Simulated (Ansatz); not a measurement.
`CO[BH][ZnH]` and `CBBOC` differ in one atom or group.

Ansatz, PBE0-D4/def2-TZVP geometries, multiplicity 1. Each molecule was computed in one conformer, which needn't be the lowest.

Scalar relativity is left out up to krypton.

```
                                                                                  property  `CO[BH][ZnH]`
                                                       HOMO–LUMO gap (PBE/def2-TZVPP) / eV           3.26
                                                   HOMO–LUMO gap (ωB97M-V/def2-TZVPP) / eV           9.00
                                                       HOMO energy (B3LYP/def2-TZVPP) / eV          -6.38
                                        size of the dipole moment (ωB97M-V/def2-TZVPP) / D           2.29
                                                       LUMO energy (B3LYP/def2-TZVPP) / eV          -1.59
ideal-gas entropy at 298 K and 1 bar (rigid rotor, harmonic PBE0-D4/def2-TZVP) / J/(mol·K)            325
```

(1) What does the change do to each property? (Best estimate.)

## Answers

(1) Computed: 
```json
{"property": "HOMO–LUMO gap (PBE/def2-TZVPP) / eV", "`CBBOC`": "3.74", "shift": "0.48"}
{"property": "HOMO–LUMO gap (ωB97M-V/def2-TZVPP) / eV", "`CBBOC`": "10.33", "shift": "1.33"}
{"property": "HOMO energy (B3LYP/def2-TZVPP) / eV", "`CBBOC`": "-7.16", "shift": "-0.78"}
{"property": "size of the dipole moment (ωB97M-V/def2-TZVPP) / D", "`CBBOC`": "1.91", "shift": "-0.38"}
{"property": "LUMO energy (B3LYP/def2-TZVPP) / eV", "`CBBOC`": "-1.44", "shift": "0.15"}
{"property": "ideal-gas entropy at 298 K and 1 bar (rigid rotor, harmonic PBE0-D4/def2-TZVP) / J/(mol·K)", "`CBBOC`": "357", "shift": "32"}
```

With PBE0 the HOMO falls by 0.78 eV and the LUMO rises by 0.11 eV, so the gap widens by about 0.89 eV. PBE moves the HOMO by -0.51 eV and ωB97M-V by -0.93 eV. The zero-point energy changes by 111.0 kJ/mol with +12 modes. Dipoles are sizes alone; their direction can turn.

B3LYP here is the variant with VWN-RPA as its local correlation; programs differ in this.
